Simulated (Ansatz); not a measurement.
Ansatz (a first-principles code) input (RI-MP2/cc-pV(T+d)Z):
A basis named .json is the Basis Set Exchange file of that set.

Ansatz 0.2 input:
```yaml
crystal:
  periodic: [false, false, false]
  atoms:
    - {symbol: Si, position_ang: [0.84518652, 0.42560736, -0.43148885]}
    - {symbol: C, position_ang: [2.30126450, -0.64793138, 0.00561617]}
    - {symbol: F, position_ang: [0.81453282, 1.65440861, 0.61068842]}
    - {symbol: N, position_ang: [-0.56852443, -0.52079691, -0.42287930]}
    - {symbol: Si, position_ang: [-2.13537392, -0.68470175, 0.26400196]}
    - {symbol: H, position_ang: [0.93267578, 1.03219073, -1.77755671]}
    - {symbol: H, position_ang: [2.41872100, -1.45003187, -0.72372072]}
    - {symbol: H, position_ang: [3.21266897, -0.04703364, 0.01934592]}
    - {symbol: H, position_ang: [2.17104423, -1.09386178, 0.99299260]}
    - {symbol: H, position_ang: [-2.25772017, -0.14195532, 1.63897990]}
    - {symbol: H, position_ang: [-2.54240481, -2.10856556, 0.26933206]}
    - {symbol: H, position_ang: [-3.03107259, 0.08006787, -0.64429406]}
basis:
  gaussian:
    orbitals: cc-pV_T+d_Z.json
    fitting: {mean_field: def2-universal-jkfit, correlation: cc-pVTZ-RIFIT.json}
magnetization: {spin_polarized: true, initial_magnetization: 1}
correlation: {method: mp2, electrons: outside_noble_gas}
```

Output:

```
Functional definition: HF
integrals: 0.37 GiB planned
611 factors; integrals over basis functions are off by at most 1.1e0 eV
697 factors; integrals over basis functions are off by at most 7.4e-1 eV
mean field: 1.26 GiB planned
mean field evaluation 1: about -21052.7697 eV, gradient 3.1e1 eV
mean field evaluation 2: about -21056.9128 eV, gradient 1.9e1 eV
mean field evaluation 4: about -21058.6794 eV, gradient 1.4e0 eV
mean field evaluation 8: about -21058.7212 eV, gradient 2.4e-6 eV
mean field evaluation 16: about -21057.7501 eV, gradient 5.7e0 eV
mean field evaluation 32: about -21058.7193 eV, gradient 2.9e-1 eV
mean field -21058.72115327 eV, -773.8937282690 hartree, gradient 2.4e-6 eV, S^2 0.759891; 4 other end points of the search recorded, 0 dependent functions left out
13 core orbitals not correlated
reference -21058.72115327 eV, -773.8937282690 hartree; 16, 15 occupied and 237, 238 virtual orbitals, 697 factors
second order -22.79545455 eV of doubles, -0.00000000 eV of singles
Total energy: -21081.51660783 eV, -774.7314457725 hartree
```

It need not be the lowest isomer of its formula.
